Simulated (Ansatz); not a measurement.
Input file for Ansatz (a first-principles code): U-B3LYP/def2-TZVPP on CdH4Si (SMILES [SiH3][CdH]), a point of a bond scan (R = 3.399 Å). Elements past Kr take the def2 small-core potentials; no spin–orbit coupling.

Ansatz 0.2 input:
```yaml
crystal:
  periodic: [false, false, false]
  atoms:
    - {symbol: Cd, position_ang: [-0.56643322, -0.31054170, -0.07977578]}
    - {symbol: H, position_ang: [-3.52416396, -1.93208984, -0.49633906]}
    - {symbol: Si, position_ang: [1.63488208, 0.89630877, 0.23025485]}
    - {symbol: H, position_ang: [2.24913649, 0.59379975, 1.54999129]}
    - {symbol: H, position_ang: [1.47089364, 2.37203423, 0.15366084]}
    - {symbol: H, position_ang: [2.62571392, 0.51316070, -0.80992508]}
basis:
  gaussian:
    orbitals: def2-TZVPP
hamiltonian:
  xc: {name: B3LYP}
magnetization: {spin_polarized: true, initial_magnetization: 0}
```

The log:

```
WARN ansatz: RAYON_NUM_THREADS=1 ignored (pool sized by the plan → 1); use --threads N
Functional definition: B3LYP
integrals: 0.05 GiB planned
929 factors; their error is unknown
mean field: 0.68 GiB planned
mean field evaluation 1: about -12502.6542 eV, gradient 2.0e1 eV
mean field evaluation 2: about -12494.7898 eV, gradient 3.0e1 eV
mean field evaluation 4: about -12506.8782 eV, gradient 3.9e0 eV
mean field evaluation 8: about -12506.9781 eV, gradient 1.5e-1 eV
mean field evaluation 16: about -12507.0469 eV, gradient 2.4e-3 eV
mean field evaluation 32: about -12494.0171 eV, gradient 1.9e1 eV
mean field evaluation 64: about -12507.3222 eV, gradient 1.6e-3 eV
mean field -12507.32224977 eV, -459.6356149116 hartree, gradient 3.8e-5 eV, S^2 0.662281; 4 other end points of the search recorded, 0 dependent functions left out
reference -12507.32252516 eV, -459.6356250319 hartree; 19, 19 occupied and 135, 135 virtual orbitals, 929 factors
Total energy: -12507.32252516 eV, -459.6356250319 hartree
```

The calculation finished and met its thresholds. Its determinant has ⟨S²⟩ = 0.66, a mixture of spin states.

Cost: roughly 17 core-seconds.
